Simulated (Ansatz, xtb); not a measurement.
Ranking isomers of C3H6O3Si

4 gas-phase structures of C3H6O3Si, from a drawn sample of its isomers (lower ones may exist). Each was relaxed with GFN2-xTB:

A. `O=C1C[C@H](O[SiH3])O1`, a singlet
B. `C[Si@@H]1OCC(=O)O1`, a singlet
C. `O[Si]1(O)CC=CO1`, a singlet
D. `O=C1CO[SiH2]CO1`, a singlet

Estimate their order in r2SCAN-D4/def2-SVP energy at these geometries, lowest first.

Calculated order at r2SCAN-D4/def2-SVP: C (0.0), B (16.3), D (64.1), A (70.3) kcal/mol.

Energies above the lowest of each column, in kcal/mol; the last columns are at PBE0-D3(BJ)/def2-SVP geometries and were run for some of them only (a dash: not run or not comparable):

```csv
structure,GFN2-xTB,HF/STO-3G,r2SCAN-D4/def2-SVP,PBE0-D3(BJ)/def2-SVP,CCSD(T)/def2-SVP + ΔMP2/def2-TZVPP
C,0.0,13.7,0.0,0.0,0.0
B,4.9,0.0,16.3,15.5,27.0
D,40.9,38.6,64.1,62.8,79.5
A,39.6,49.2,70.3,–,–
```

CCSD(T)/def2-SVP + ΔMP2/def2-TZVPP puts C lowest of those it was run on; HF/STO-3G picks B. Flexible structures stand in one conformer each, not always the lowest. Frequencies (GFN2-xTB) were run for B, C, D alone. The ΔMP2 step shifts differences by up to 14.6 kcal/mol, which makes them less sure. ΔMP2 is the change of the MP2 energy from the smaller to the larger basis.

Over these structures GFN2-xTB departs from r2SCAN-D4/def2-SVP by 10.6 kcal/mol on average once a common shift is removed. A GFN2-xTB relaxation took about 0.095 s and the r2SCAN-D4/def2-SVP energy about 1.8 s on a shared host (Ansatz 0.2.0, xtb 6.7.1).
